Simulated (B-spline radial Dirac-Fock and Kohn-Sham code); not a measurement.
Model: the Dirac equation of a negative muon with reduced mass in the field of a spherical finite nucleus, with the Uehling potential to all orders; nuclear polarisation, deformation, hyperfine structure, self-energy, higher-order vacuum polarisation, relativistic recoil and electron screening are left out. Program: a radial finite-basis atomic code. The nuclear charge is a Fermi distribution (skin thickness 2.3 fm).

Q: A muonic atom of atomic mass 211.99 u emits these computed lines: 2p3/2 → 1s1/2 5929 keV, 3d5/2 → 2p3/2 2496 keV, 4f7/2 → 3d5/2 938.2 keV, 5g9/2 → 4f7/2 431.4 keV. Which element is it, and what rms charge radius was used?

A: Lead (Z = 82, nuclide ²¹²Pb); the high transitions hardly feel the nucleus and fix Z. The 2p → 1s line lies 10230 keV below the value for a point nucleus without QED, which for this nuclear model gives a radius near 5.54 fm (5.5396 fm was used).
